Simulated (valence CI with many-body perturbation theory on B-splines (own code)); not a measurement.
Values are calculated unless marked as measured or tabulated.
Tm LXV: what the settings do

Method: relativistic CI+MBPT: three valence electrons over a frozen Dirac-Fock core [He], a basis of 6 s, 6 p, 5 d, 3 f, 1 g functions for each j, with the one-electron correlation potential Σ1 (screened to all orders), the two-electron term Σ2, the three-electron term Σ3, Breit, model QED; selected single and double excitations, second order for the rest, scaled by the run's own slope (own B-spline code, finite nucleus).

No measured spectrum was set against this ion. As an estimate, large intervals hold to a few tenths of a per cent, small ones and those within an open d or f shell to about a per cent.

The reference run has the lowest level (2s^2 2p1/2) J=1/2 and an ionisation energy of 16030.1 eV. Its largest variational space holds 3409 state functions.

Levels are named by their leading jj configuration (3d3/2^4 stands for four electrons in 3d with j = 3/2), which in mixed levels can hold well under half, so a name can repeat and another be missing. Letters in brackets count levels of one name in rising energy.

Changed runs:
A. QED terms on → off
B. highest l with Σ1, explicit Σ2 and valence Breit (higher l get mean screening factors) 3 → 2
C. box radius (bohr) 0.89797 → 1.24; lowest core n in screening and Σ2 1 → 2
D. box radius (bohr) 0.89797 → 0.21 (bad on purpose)

Excitation energies of the reference run in cm⁻¹, and shifts in cm⁻¹:

| Level | Reference | A | B |
| --- | --- | --- | --- |
| (2s 2p1/2^2) J=1/2 | 1941970 | +115908 | +67 |
| (2s^2 2p3/2) J=3/2 | 8587240 | -9961 | -21 |
| (2s 2p1/2 2p3/2) J=3/2 [a] | 9949410 | +103611 | -80 |
| (2s 2p1/2 2p3/2) J=5/2 | 10264100 | +103689 | +8.1 |
| (2s 2p1/2 2p3/2) J=1/2 | 10796200 | +104207 | +78 |
| (2s 2p1/2 2p3/2) J=3/2 [b] | 10812400 | +104074 | +104 |
| (2p1/2^2 2p3/2) J=3/2 | 12837500 | +217378 | +79 |
| (2s 2p3/2^2) J=5/2 | 18680900 | +91476 | -35 |
| (2s 2p3/2^2) J=1/2 | 19487100 | +91780 | +128 |
| (2s 2p3/2^2) J=3/2 | 19493200 | +92036 | +103 |
| (2p1/2 2p3/2^2) J=3/2 | 21063300 | +208005 | -27 |
| (2p1/2 2p3/2^2) J=5/2 | 21243900 | +207998 | +84 |
| Ionisation energy (eV) | 16030.1 | +0.5 | -0.015 |

Run C: It gave no result: the setting left no core shell for the response of the core. The program said: "need at least one array to concatenate".

Run D: It gave no result. The program said: "need at least one array to concatenate".
